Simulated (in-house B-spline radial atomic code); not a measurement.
Whole-atom quantities along the 54-electron series, configuration [Kr] 4d10 5s2 5p6. Breit and QED terms are first order and not part of the total energy; the density at the nucleus is averaged over the nuclear charge. Computed with a radial B-spline atomic code at the basis-set limit: Dirac-Hartree-Fock, average of the configuration, finite nuclei.

| ion | Z | E/Z² (Eh) | Σ<r²> (bohr²) | n(0)/Z³ (bohr⁻³) | Lamb diamagnetic shielding (ppm) | repulsion over attraction | Breit energy (eV) | self-energy (eV) | vacuum polarisation (eV) | Dirac less non-relativistic energy (Eh) |
| --- | --- | --- | --- | --- | --- | --- | --- | --- | --- | --- |
| Xe | 54 | -2.5538 | 61.199 | 1.6447 | 5953.23 | 0.15197 | 155.4 | 119.47 | -16.173 | -214.76 |
| Cs+ | 55 | -2.5741 | 51.223 | 1.6951 | 6108.43 | 0.15049 | 165.54 | 127.58 | -17.525 | -232.84 |
| Ba2+ | 56 | -2.5941 | 44.304 | 1.7467 | 6264.15 | 0.14893 | 176.15 | 136.1 | -18.969 | -252.09 |
| La3+ | 57 | -2.6139 | 39.093 | 1.8019 | 6420.56 | 0.14731 | 187.23 | 145.06 | -20.512 | -272.58 |
| Ce4+ | 58 | -2.6333 | 34.975 | 1.8592 | 6577.79 | 0.14566 | 198.81 | 154.46 | -22.158 | -294.37 |
| Pr5+ | 59 | -2.6526 | 31.612 | 1.9198 | 6735.93 | 0.14398 | 210.88 | 164.32 | -23.914 | -317.51 |

Question: With what power of Z does the column «Breit energy (eV)» change over this range?

Answer: A fit of the logarithm of its size against log Z from Z = 54 to 59 has slope 3.45.
